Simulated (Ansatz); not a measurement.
Reaction (redistribution): `C[SiH2][AsH2]` + `CSS[SiH3]` → `C[SiH2]SSC` + `[SiH3][AsH2]`

Program: Ansatz. Geometries: PBE0-D4/def2-TZVP. ΔE: electronic, gas phase. CCSD(T)/CBS is the MP2 limit (def2-TZVPP, def2-QZVPP) plus CCSD(T) − MP2 in def2-TZVPP, frozen cores. DFT in def2-TZVPP. For As outer-core shells are correlated without core-valence functions, which leaves a few kJ/mol of doubt a bond. Scalar relativity is left out up to krypton. Each species was taken in one conformer, which may not be the lowest.

`C[SiH2][AsH2]`:

```xyz
10

C    -0.836    0.540    1.185
Si    0.382   -0.513    0.230
As    0.994    0.608   -1.765
H    -1.099    0.061    2.131
H    -1.754    0.687    0.612
H    -0.411    1.522    1.405
H    -0.199   -1.856   -0.045
H     1.631   -0.706    1.018
H     1.638   -0.640   -2.350
H    -0.346    0.298   -2.421
```

`CSS[SiH3]`:

Cartesian coordinates in Å:
```
C 0.375 0.765 1.728
S -0.346 -0.832 1.316
S 0.831 -1.436 -0.264
Si -0.394 -0.584 -1.798
H 1.418 0.654 2.023
H -0.203 1.145 2.574
H 0.288 1.461 0.894
H -0.537 0.878 -1.577
H -1.733 -1.220 -1.806
H 0.300 -0.830 -3.091
```

`C[SiH2]SSC`:

Cartesian coordinates in Å:
```
C 0.629 -1.877 1.216
Si 0.135 -0.090 1.383
S 1.306 1.190 0.116
S 0.643 0.440 -1.684
C -0.777 1.492 -2.026
H 1.669 -2.019 1.515
H 0.516 -2.203 0.180
H -0.004 -2.506 1.847
H 0.376 0.413 2.764
H -1.301 0.094 1.042
H -1.539 1.380 -1.255
H -1.180 1.152 -2.984
H -0.473 2.534 -2.111
```

`[SiH3][AsH2]`:

Cartesian coordinates in Å:
```
Si -0.339 -0.178 0.772
As 0.993 -0.363 -1.174
H 0.566 -0.106 1.949
H -1.174 -1.402 0.882
H -1.225 1.015 0.768
H 1.377 1.110 -1.117
H -0.197 -0.076 -2.080
```

Task: Is it downhill or uphill in electronic energy at CCSD(T)/CBS, and by how much? (An estimate is asked.)

Result: The calculation gave: Downhill: ΔE = -6.9 kJ/mol.

Task: What do these levels give: PBE-D4, B97M-V, r2SCAN0-D4, CAM-B3LYP-D4, ωB97X-V, ωB97M-V, BLYP, r2SCAN0, BHLYP, HF/def2-QZVPP, MP2/def2-QZVPP, SCS-MP2/def2-QZVPP? (An estimate is asked.)

Result: The calculation gave: PBE-D4 -7.9, B97M-V -8.7, r2SCAN0-D4 -7.6, CAM-B3LYP-D4 -7.8, ωB97X-V -7.5, ωB97M-V -7.8, BLYP -6.0, r2SCAN0 -7.1, BHLYP -6.3, HF/def2-QZVPP -5.1, MP2/def2-QZVPP -6.7, SCS-MP2/def2-QZVPP -6.1 kJ/mol.

Largest T1 diagnostic among the species: 0.012.

Leaving LDA and LC-ωPBE aside and taking each functional with its dispersion term where it has one, the values, not all of them listed here, spread over 2.2 kJ/mol, from B97M-V to B2PLYP.
